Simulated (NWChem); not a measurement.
Species: 1,1-difluoroethane (C₂H₄F₂); SMILES CC(F)F

All runs: NWChem. Medium grid unless said otherwise, to which SCAN and Minnesota functionals are sensitive. All runs use the structure optimised with PBE0/def2-SVP. Hybrids' shares of exact exchange are those that their runs print; pure functionals count as 0. The functionals differ in more than this share.

```csv
row,share of exact exchange,highest occupied level (eV)
PBE/def2-SVP,0.00,-7.54
"LDA (Slater exchange, VWN5)/def2-SVP",0.00,-7.65
B3LYP/def2-SVP,0.20,-9.14
r2SCAN0/def2-SVP,0.25,withheld
MN15/def2-SVP,0.44,-10.22
M06-2X/def2-SVP,0.54,-11.09
```

Problem. Fit a straight line of the last column on the one before it, predict the withheld value, and compare with the run.

Solution. 
1. Means of the 5 shown rows: x = 0.236, y = -9.128. Slope Σ(x − x̄)(y − ȳ)/Σ(x − x̄)² = -1.542/0.2467 = -6.251; intercept -7.653.
2. The shown rows scatter about the line by 0.146 (root mean square); the largest residual is -0.24, at B3LYP/def2-SVP.
3. At x = 0.25 (r2SCAN0/def2-SVP; inside the shown range) the line gives -9.22.
4. The run gives -9.75, -0.53 from the line, 3.6 times the scatter.
